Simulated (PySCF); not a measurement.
**Working out the excitation energy of O²⁺**

O²⁺ [He] 2s2 2p2 (3P) → O²⁺ [He] 2s2 2p1 3s1 (3P). All numbers are calculated (PySCF 2.14, the spin-free X2C one-electron Hamiltonian (Gaussian nucleus), in x2c-TZVPPall with one added diffuse shell each of s, p, d type (6s4p3d1f, 40 functions)). Frozen: nothing. Energies in hartree (1 hartree = 27.21139 eV):

```json
{"part": "UHF", "O²⁺ (lower)": "-73.156102", "O²⁺ (upper)": "-71.935613"}
{"part": "CCSD correlation", "O²⁺ (lower)": "-0.113041", "O²⁺ (upper)": "-0.118658"}
{"part": "(T)", "O²⁺ (lower)": "-0.001404", "O²⁺ (upper)": "-0.002256"}
```

**Question.** What does Hartree-Fock give?

**Answer.** (-71.935613) − (-73.156102) = 1.220489 hartree = 33.211 eV.

**Question.** What do CCSD and CCSD(T) give?

**Answer.** The CCSD correlation energies differ by -0.005617 hartree = -0.153 eV and the triples by -0.000852 hartree = -0.023 eV, so CCSD gives 33.058 eV and CCSD(T) 33.035 eV.
